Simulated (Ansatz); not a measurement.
Basis sets compared for the cluster Co3⁺. Charge 1, multiplicity 7. Geometry PBE-D4/def2-TZVP. Ansatz on 4 threads of Intel Xeon Platinum 8488C on a shared host; times are rough, and most runs start from earlier orbitals.

```xyz
3

Co   -0.2711   -0.4604   -1.0863
Co    1.0829    0.7887    0.1287
Co   -0.8118   -0.3283    0.9576
```

At PBE-D4/def2-SVP, PBE0-D4/def2-SVP the charge 1 septet is spin-contaminated (final ⟨S²⟩ up to 12.19, 12.00 for a pure state). The order of the spin states hangs on the level: the triplet lies 0.23 eV below the septet at PBE0-D4/def2-TZVP, but 0.55 eV above it at PBE-D4/def2-TZVP. The triplet is doubtful at PBE0-D4/def2-TZVP (⟨S²⟩ 4.09, where a pure state has 2.00). The triplet is doubtful at PBE-D4/def2-TZVP (⟨S²⟩ 4.12, where a pure state has 2.00). The structure comes from a short search, and lower isomers may exist.

| level | functions | energy (Eh) | HOMO (eV) | LUMO (eV) | wall time |
| --- | --- | --- | --- | --- | --- |
| PBE-D4/def2-SVP | 93 | -4146.7789 | -8.38 | -8.10 | 13 s |
| PBE0-D4/def2-SVP | 93 | -4146.7473 | -9.75 | -6.92 | 45 s |

Task: Estimate the rows for PBE-D4/def2-TZVP (with forces), PBE0-D4/def2-TZVP.

Result: 
```json
{"level": "PBE-D4/def2-TZVP (with forces)", "functions": "135", "energy (Eh)": "-4147.4097", "HOMO (eV)": "-9.33", "LUMO (eV)": "-9.09", "wall time": "12 s"}
{"level": "PBE0-D4/def2-TZVP", "functions": "135", "energy (Eh)": "-4147.3552", "HOMO (eV)": "-10.48", "LUMO (eV)": "-7.28", "wall time": "72 s"}
```
